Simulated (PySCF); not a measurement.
# Dipole polarisabilities along group 10, charge +1

Calculated with PySCF 2.14 for the ground configurations, without spin-orbit coupling: coupled response for Hartree-Fock and DFT. Mean α in bohr³, C₆ of like pairs in atomic units.

```
                                                                                                      species  α UHF  α PBE  α PBE0  C₆ UHF  C₆ PBE  C₆ PBE0
         Ni⁺ [Ar] 3d9 (aug-cc-pVTZ with one added diffuse shell each of s, p, d, f, g type, non-relativistic)  5.904  9.295   7.972   19.38   32.45    27.30
     Pd⁺ [Kr] 4d9 (aug-cc-pVTZ-PP with one added diffuse shell each of s, p, d, f, g type with ECP28MDF, ECP)  10.15  12.62   11.72   60.58   77.49    71.41
Pt⁺ [Xe] 4f14 5d9 (aug-cc-pVTZ-PP with one added diffuse shell each of s, p, d, f, g type with ECP60MDF, ECP)  14.76  17.16   16.17   108.8   130.0    121.4
```

The values depend on the diffuse functions of the basis.
